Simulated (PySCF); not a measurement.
**Computed properties of C3H9NOSi, SMILES O[Si@H](N)/C=C/C**

C₃H₉NOSi, SMILES C/C=C/[Si@@H](N)O. The structure is a stationary point at ωB97X-D3(BJ)/def2-SVP. The structure was generated by enumeration; whether it is a known compound was not checked. Other conformers were not sampled. All values are computed for the isolated molecule unless a solvent is named; none is compared with measurement here.

**Structure.** All 39 harmonic modes at ωB97X-D3(BJ)/def2-SVP (PySCF) are real, so it is a minimum. With heavy atoms numbered as in [CH3:1]/[CH:2]=[CH:3]/[Si@@H:4]([NH2:5])[OH:6], the shortest bond between them is C2–C3 at 1.341 Å and the longest C3–Si4 at 1.861 Å.

**Vibrations.** The strongest infrared lines (harmonic, unscaled, degenerate partners summed) lie at 915 cm⁻¹ (301 km/mol, H 66 %, Si 17 %, N 9 %), 2234 cm⁻¹ (204 km/mol, H 97 %), 842 cm⁻¹ (147 km/mol, O 42 %, Si 25 %, H 23 %). The softest mode is at 62 cm⁻¹ and the zero-point energy is 75.8 kcal/mol.

**Electronic structure.** CAM-B3LYP/def2-TZVP (PySCF) places the frontier levels at -8.75 and 0.95 eV, a gap of 9.70 eV, and gives a dipole moment of 0.75 D and a mean polarisability of 72.5 bohr³. PBE/def2-TZVP (PySCF) at the same geometry gives -6.04 and -1.14 eV, so its gap is 4.80 eV narrower. An orbital gap is neither the optical nor the fundamental gap.

**Excitations.** TDA-CAM-B3LYP/def2-SVPD (PySCF) has S1 at 6.70 eV (185 nm, f = 0.039, weak); the most intense of the 10 singlets computed lies at 7.39 eV (f = 0.55). T1 (TDA) is at 4.22 eV, 2.48 eV under S1. TDA-PBE/def2-SVPD (PySCF) puts S1 at 4.98 eV. No vertical singlet excitation falls in the visible range (under 3.1 eV).

**NMR.** GIAO shifts at KT2/pcSseg-1 (PySCF) (non-relativistic, atoms alike by connectivity averaged): ¹³C from 28.3 to 149.2 ppm against TMS; ¹H from 1.0 to 6.7 ppm against TMS; ²⁹Si at -28.2 ppm against TMS.
